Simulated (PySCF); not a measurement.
# What a mistake does to a calculation on AlB2H5O

All numbers below are calculated, not measured. The program is PySCF 2.14.0, an open-source quantum chemistry code, run on an isolated molecule that a program drew, which may never have been made. The molecule is AlB2H5O (charge 0, singlet), drawn as the SMILES string `B[BH][AlH][OH]`.

Each row is a Hartree-Fock (HF) and frozen-core CCSD(T) single point in the cc-pV(D+d)Z basis, meant for a local HF minimum. Run 1 is clean. Each other run has one planted mistake out of seven kinds, and not every kind appears here: one electron removed, one electron added, multiplicity raised by two, geometry at a saddle point, minimal basis STO-3G, one bond length entered in bohr, all coordinates scaled. The reference is restricted for singlets and unrestricted otherwise, and also for a bond in bohr. Adding or removing an electron swaps singlet and doublet. Electrons count all cores. HOMO and LUMO are orbital energies over both spins, the gradient is its largest component, and the lowest frequency (negative if imaginary) is given only where the gradient is small. Bond lengths are over the 8 bonds as drawn. T1 is the CCSD diagnostic: over 0.02 (restricted) or 0.045 (unrestricted) a single reference is doubtful.

Geometry of the clean run:
```xyz
9
AlB2H5O, angstrom
B    -1.7473    0.1342   -0.0964
B    -0.1041    0.1052   -0.3359
Al    1.1329   -1.6195   -0.0149
O     1.3093   -2.6910   -1.3171
H    -2.2222    0.4019    0.9785
H    -2.5180   -0.1540   -0.9758
H     0.4575    1.1084   -0.7059
H     1.8936   -1.9389    1.3402
H     1.8245   -3.4791   -1.3631
```

| run | electrons | basis functions | <S^2> | HOMO (eV) | LUMO (eV) | gradient (hartree/bohr) | lowest frequency (cm^-1) | mean bond (Å) | longest bond (Å) | T1 | HF (hartree) | CCSD(T) (hartree) | mistake |
|---|---|---|---|---|---|---|---|---|---|---|---|---|---|
| 1 | 36 | 90 | 0.000 | -9.96 | 1.61 | 3.8e-05 | 65 | 1.4562 | 2.147 | 0.0158 | -369.06116 | -369.53107 | no fault |
| 2 | 35 | 90 | 0.784 | -17.29 | -7.59 | 6.4e-02 | - | 1.4562 | 2.147 | 0.0251 | -368.74008 | -369.18655 | one electron removed |
| 3 | 36 | 29 | 0.000 | -7.52 | 7.05 | 6.7e-02 | - | 1.4562 | 2.147 | 0.0168 | -364.47106 | -364.64574 | minimal basis STO-3G |
| 4 | 37 | 90 | 0.761 | -0.30 | 6.42 | 4.3e-02 | - | 1.4562 | 2.147 | 0.0180 | -369.03381 | -369.52795 | ? |

**Which mistake was planted in run 4, and what did it cost?**

It counts 37 electrons, one more than the clean run, at the same geometry and basis. So the mistake is: one electron added. Subtracting run 1 and multiplying by 627.51 kcal/mol a hartree, the energy moved by 17.2 kcal/mol in HF and 2.0 kcal/mol in CCSD(T).

Cautions from the logs. Run 4: the added electron raises the CCSD(T) energy, so it isn't bound in this basis.
